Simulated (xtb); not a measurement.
The xtb input:
```
$ xtb mol.xyz --gfn 2 --chrg 1 --uhf 1 --gbsa chcl3 --json

# file mol.xyz
4

B      0.03835502     0.03398175    -0.03634696
H     -1.14157844    -0.19839382    -0.05654116
H      0.19951765    -0.63625243     0.94928073
H      0.75028569     0.66473750    -0.71100478
```

Question: Estimate the total energy that GFN2-xTB with GBSA(chcl3) run with xtb returns for this input.

Answer: -4.497517 Ry

Question: Give the partial charges in atom order at the level GFN2-xTB with GBSA(chcl3).

Answer: B1 0.29, H2 0.29, H3 0.29, H4 0.13
